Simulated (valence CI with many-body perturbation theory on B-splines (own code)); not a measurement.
**Forbidden lines of Eu41+**

Calculated by configuration interaction combined with many-body perturbation theory (CI+MBPT): four valence electrons over a frozen Dirac-Fock core [Ar], radial functions for each j: 9 s, 9 p, 10 d, 8 f, 5 g, 3 h, 1 i, with the one-electron correlation potential Σ1, the two-electron term Σ2, the three-electron term Σ3, Breit, model QED; selected CI, second order for the rest (own B-spline code, finite nucleus).

No measured spectrum was set against this ion. As an estimate, large intervals hold to a few tenths of a per cent, small ones and those within an open d or f shell to about a per cent. Only levels of the ground parity were solved; by the run's estimate the other parity begins above the list, which can be wrong where configurations are misplaced.

Lines 1 to 50 of 120 in falling wavelength, among levels below 1421300 cm⁻¹, chosen from the decays that carry over 1 % of a level's rate. Wavelengths and rates use the calculated energies. Electric multipoles are in the length gauge, E1 and E2 with the static RPA response of the core. S is in atomic units (e²a₀⁴ for E2 and M2, e²a₀⁶ for E3), for M1 in squared Bohr magnetons. Weak lines are less certain than strong ones. Lines between different terms over intervals too small for the method are left out, as are lines whose strength nearly cancels. The highest levels of a list are the least certain.

Levels are named by their leading jj configuration (3d3/2^4 stands for four electrons in 3d with j = 3/2), which in mixed levels can hold well under half, so a name can repeat and another be missing. Letters in brackets count levels of one name in rising energy.

```
λ vac (nm)                      Upper                      Lower  Type   A (s⁻¹)  S (a.u.)
     508.9      (3d3/2^2 3d5/2^2) J=6      (3d3/2^2 3d5/2^2) J=5    M1  6.05e+01  3.84e+00
     374.8        (3d3/2^3 3d5/2) J=3        (3d3/2^3 3d5/2) J=2    M1  3.41e+02  4.65e+00
     337.0        (3d3/2^3 3d5/2) J=3        (3d3/2^3 3d5/2) J=4    M1  2.80e+02  2.78e+00
     125.2  (3d3/2^2 3d5/2^2) J=4 [b]  (3d3/2^2 3d5/2^2) J=3 [a]    M1  3.99e+03  2.62e+00
     120.0      (3d3/2^2 3d5/2^2) J=1  (3d3/2^2 3d5/2^2) J=0 [a]    M1  7.78e+03  1.49e+00
     119.1        (3d3/2^3 3d5/2) J=2        (3d3/2^3 3d5/2) J=1    M1  1.38e+04  4.31e+00
     106.0  (3d3/2^2 3d5/2^2) J=4 [b]  (3d3/2^2 3d5/2^2) J=4 [a]    M1  7.09e+02  2.82e-01
     95.30    (3d3/2 3d5/2^3) J=3 [b]    (3d3/2 3d5/2^3) J=3 [a]    M1  5.84e+03  1.31e+00
     94.99  (3d3/2^2 3d5/2^2) J=2 [d]  (3d3/2^2 3d5/2^2) J=2 [c]    M1  8.41e+03  1.34e+00
     94.40  (3d3/2^2 3d5/2^2) J=2 [b]  (3d3/2^2 3d5/2^2) J=2 [a]    M1  7.08e+03  1.10e+00
     94.28    (3d3/2 3d5/2^3) J=3 [c]    (3d3/2 3d5/2^3) J=2 [a]    M1  8.56e+03  1.86e+00
     88.56  (3d3/2^2 3d5/2^2) J=4 [c]  (3d3/2^2 3d5/2^2) J=3 [b]    M1  4.63e+03  1.07e+00
     70.79    (3d3/2 3d5/2^3) J=2 [b]    (3d3/2 3d5/2^3) J=2 [a]    M1  1.05e+04  6.92e-01
     69.61    (3d3/2 3d5/2^3) J=1 [b]        (3d3/2 3d5/2^3) J=0    M1  1.82e+04  6.83e-01
     65.80  (3d3/2^2 3d5/2^2) J=0 [b]    (3d3/2 3d5/2^3) J=1 [a]    M1  2.04e+04  2.15e-01
     59.47  (3d3/2^2 3d5/2^2) J=4 [c]      (3d3/2^2 3d5/2^2) J=5    M1  6.40e+03  4.49e-01
     59.01    (3d3/2 3d5/2^3) J=1 [b]    (3d3/2 3d5/2^3) J=1 [a]    M1  1.00e+04  2.29e-01
     55.54  (3d3/2^2 3d5/2^2) J=4 [a]        (3d3/2^3 3d5/2) J=3    M1  3.07e+04  1.76e+00
     54.24  (3d3/2^2 3d5/2^2) J=2 [d]  (3d3/2^2 3d5/2^2) J=2 [b]    M1  1.07e+04  3.16e-01
     54.05  (3d3/2^2 3d5/2^2) J=2 [c]  (3d3/2^2 3d5/2^2) J=2 [a]    M1  1.40e+04  4.11e-01
     52.19  (3d3/2^2 3d5/2^2) J=2 [d]  (3d3/2^2 3d5/2^2) J=3 [b]    M1  5.39e+03  1.42e-01
     51.59    (3d3/2 3d5/2^3) J=3 [a]  (3d3/2^2 3d5/2^2) J=4 [b]    M1  2.62e+04  9.32e-01
     51.42  (3d3/2^2 3d5/2^2) J=3 [a]        (3d3/2^3 3d5/2) J=3    M1  1.58e+05  5.58e+00
     50.99  (3d3/2^2 3d5/2^2) J=4 [c]  (3d3/2^2 3d5/2^2) J=3 [a]    M1  5.67e+03  2.51e-01
     50.87    (3d3/2 3d5/2^3) J=2 [a]  (3d3/2^2 3d5/2^2) J=2 [c]    M1  3.70e+04  9.02e-01
     50.67    (3d3/2 3d5/2^3) J=3 [c]  (3d3/2^2 3d5/2^2) J=2 [d]    M1  1.68e+04  5.68e-01
     50.50    (3d3/2 3d5/2^3) J=3 [c]    (3d3/2 3d5/2^3) J=4 [a]    M1  2.40e+04  8.01e-01
     49.86    (3d3/2 3d5/2^3) J=2 [b]    (3d3/2 3d5/2^3) J=1 [a]    M1  1.21e+04  2.79e-01
     49.64    (3d3/2 3d5/2^3) J=1 [b]  (3d3/2^2 3d5/2^2) J=2 [d]    M1  1.08e+05  1.46e+00
     48.63  (3d3/2^2 3d5/2^2) J=2 [a]        (3d3/2^3 3d5/2) J=2    M1  9.85e+04  2.10e+00
     47.82    (3d3/2 3d5/2^3) J=3 [b]  (3d3/2^2 3d5/2^2) J=2 [c]    M1  7.95e+03  2.26e-01
     47.68  (3d3/2^2 3d5/2^2) J=4 [a]        (3d3/2^3 3d5/2) J=4    M1  2.39e+05  8.63e+00
     47.50  (3d3/2^2 3d5/2^2) J=4 [c]  (3d3/2^2 3d5/2^2) J=4 [a]    M1  8.47e+04  3.03e+00
     46.94        (3d3/2^3 3d5/2) J=1              (3d3/2^4) J=0    M1  2.59e+05  2.98e+00
     46.22    (3d3/2 3d5/2^3) J=1 [a]  (3d3/2^2 3d5/2^2) J=2 [b]    M1  4.43e+04  4.87e-01
     46.03              (3d5/2^4) J=4    (3d3/2 3d5/2^3) J=3 [b]    M1  2.95e+04  9.59e-01
     45.21  (3d3/2^2 3d5/2^2) J=3 [a]        (3d3/2^3 3d5/2) J=2    M1  1.20e+05  2.88e+00
     44.60  (3d3/2^2 3d5/2^2) J=2 [d]      (3d3/2^2 3d5/2^2) J=1    M1  9.61e+02  1.58e-02
     43.72        (3d3/2 3d5/2^3) J=5  (3d3/2^2 3d5/2^2) J=4 [b]    M1  1.28e+05  4.35e+00
     43.00    (3d3/2 3d5/2^3) J=2 [b]  (3d3/2^2 3d5/2^2) J=2 [d]    M1  2.06e+04  3.04e-01
     42.80    (3d3/2 3d5/2^3) J=2 [b]    (3d3/2 3d5/2^3) J=3 [a]    M1  3.44e+04  5.00e-01
     40.62    (3d3/2 3d5/2^3) J=4 [a]      (3d3/2^2 3d5/2^2) J=5    M1  2.99e+04  6.70e-01
     39.66      (3d3/2^2 3d5/2^2) J=5        (3d3/2^3 3d5/2) J=4    M1  1.45e+05  3.68e+00
     39.03    (3d3/2 3d5/2^3) J=1 [a]      (3d3/2^2 3d5/2^2) J=1    M1  1.85e+05  1.22e+00
     38.32        (3d3/2 3d5/2^3) J=5      (3d3/2^2 3d5/2^2) J=6    M1  7.72e+04  1.77e+00
     37.30        (3d3/2 3d5/2^3) J=6      (3d3/2^2 3d5/2^2) J=6    M1  1.51e+05  3.78e+00
     36.80      (3d3/2^2 3d5/2^2) J=1        (3d3/2^3 3d5/2) J=2    M1  3.39e+05  1.88e+00
     36.80      (3d3/2^2 3d5/2^2) J=6        (3d3/2^3 3d5/2) J=4    E2  4.43e+00  3.47e-04
     36.72  (3d3/2^2 3d5/2^2) J=0 [a]        (3d3/2^3 3d5/2) J=1    M1  8.22e+05  1.51e+00
     36.54    (3d3/2 3d5/2^3) J=3 [a]  (3d3/2^2 3d5/2^2) J=3 [a]    M1  2.95e+05  3.73e+00
```
